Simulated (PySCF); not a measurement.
PySCF 2.14 output of an unrestricted M06-2X calculation on a single atom or ion in x2c-SVPall, with the spin-free X2C one-electron Hamiltonian (Gaussian nucleus):

```
SCF conv_tol = 1e-09
number electrons alpha = 9  beta = 6
    Y. Zhao and D. G. Truhlar.,  Theor. Chem. Acc. 120, 215 (2008)
    Y. Zhao and D. G. Truhlar.,  Theor. Chem. Acc. 120, 215 (2008)
cycle= 1 E= -460.034190112829  delta_E= -0.00101  |g|= 0.0045  |ddm|= 0.0625
cycle= 2 E= -460.034204191337  delta_E= -1.41e-05  |g|= 0.000669  |ddm|= 0.0144
cycle= 3 E= -460.034204521782  delta_E= -3.3e-07  |g|= 0.000105  |ddm|= 0.00166
cycle= 4 E= -460.034204526082  delta_E= -4.3e-09  |g|= 3.07e-06  |ddm|= 0.000252
cycle= 5 E= -460.034204526088  delta_E= -6.08e-12  |g|= 3.01e-07  |ddm|= 1.02e-05
converged SCF energy = -460.034204526088  <S^2> = 3.7511922  2S+1 = 4.0005961
```

The run itself started from symmetry-adapted Hartree-Fock orbitals and held the occupation by maximum overlap, on a logarithmic radial grid, so the iterations belong to that start.

**Question.** Which element, charge and spin multiplicity is this?

**Answer.** Cl(2+) (chlorine, charge +2), multiplicity 4; the state was [Ne] 3s2 3p3, high-spin 4S determinant.
